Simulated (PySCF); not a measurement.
silanone cation (H2OSi), SMILES O=[SiH2] (connectivity only; charge and spin as stated), charge +1, multiplicity 2.

Coordinates come from a r2SCAN-D4/def2-TZVP optimisation. The multiplicity is an assumed one; other spin states were not compared.

These are TDA-PBE/def2-TZVPD (PySCF 2.14.0) values and carry that method's errors.

Vertical excitations. Gas-phase values at a fixed geometry.

| state | energy (eV) | λ (nm) | f | main pairs |
|---|---|---|---|---|
| root 1 | 1.35 | 917 | 0.000 | β HOMO→LUMO 100 % |
| root 2 | 2.33 | 531 | 0.001 | β HOMO−1→LUMO 99 % |
| root 3 | 3.52 | 352 | 0.039 | β HOMO−2→LUMO 91 % |
| root 4 | 5.00 | 248 | 0.003 | α HOMO→LUMO 42 %, β HOMO→LUMO+1 57 % |
| root 5 | 5.82 | 213 | 0.000 | α HOMO−1→LUMO 92 %, β HOMO−2→LUMO+1 7 % |
| root 6 | 6.04 | 205 | 0.000 | α HOMO−2→LUMO 16 %, β HOMO−1→LUMO+1 83 % |
| root 7 | 6.37 | 195 | 0.013 | β HOMO−3→LUMO 95 % |
| root 8 | 6.68 | 185 | 0.000 | α HOMO−1→LUMO 8 %, β HOMO−2→LUMO+1 87 % |
| root 9 | 6.80 | 182 | 0.003 | α HOMO−2→LUMO 84 %, β HOMO−1→LUMO+1 16 % |
| root 10 | 7.14 | 174 | 0.077 | α HOMO→LUMO 48 %, β HOMO→LUMO+1 31 % |
Unrestricted roots are not spin-pure.
